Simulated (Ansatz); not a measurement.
Consider the isomerisation: `C[SiH2][NH][GeH3]` → `C[NH][GeH2][SiH3]`.

Isolated molecules relaxed with PBE0-D4/def2-TZVP in Ansatz; ΔE leaves out vibrations. CCSD(T)/CBS adds triple-zeta CCSD(T) − MP2 to the extrapolated MP2 energy (def2 sets, frozen cores). DFT in def2-TZVPP. For Ge outer-core shells are correlated without core-valence functions, which leaves a few kJ/mol of doubt a bond. Scalar relativity is left out up to krypton. Each species was taken in one conformer, which may not be the lowest.

`C[SiH2][NH][GeH3]`:

```xyz
13

C    -1.376    1.821   -0.202
Si   -0.194    0.677    0.680
N    -0.089   -0.854   -0.101
Ge    1.422   -1.861   -0.381
H    -1.429    2.786    0.309
H    -1.060    1.991   -1.233
H    -2.385    1.400   -0.220
H    -0.637    0.571    2.103
H     1.188    1.231    0.678
H    -0.950   -1.366   -0.227
H     2.589   -0.882   -0.565
H     1.203   -2.710   -1.645
H     1.718   -2.804    0.805
```

`C[NH][GeH2][SiH3]`:

Cartesian coordinates in Å:
```
C -1.583 0.786 0.869
N -1.026 0.991 -0.454
Ge 0.009 -0.357 -1.175
Si 1.923 -0.921 0.155
H -0.843 0.748 1.683
H -2.297 1.580 1.104
H -2.137 -0.157 0.889
H -0.589 1.899 -0.536
H 0.444 0.125 -2.571
H -0.919 -1.582 -1.305
H 1.510 -1.280 1.539
H 2.849 0.242 0.232
H 2.659 -2.075 -0.430
```

CCSD(T)/CBS gives +1.33 eV.

Task: Another level gave +1.11 eV. Which?
A. PBE-D4/def2-TZVPP
B. HF/def2-TZVPP
C. CCSD(T)/def2-TZVPP
D. SCS-MP2/def2-TZVPP

Result: A. PBE-D4 1.11, CCSD(T)/def2-TZVPP 1.31, SCS-MP2/def2-TZVPP 1.39, HF/def2-TZVPP 1.43 eV.

Largest T1 diagnostic among the species: 0.012.

From PBE to PBE0 (25 % exact exchange), in def2-TZVPP and without D4, ΔE moves by +0.09 eV.
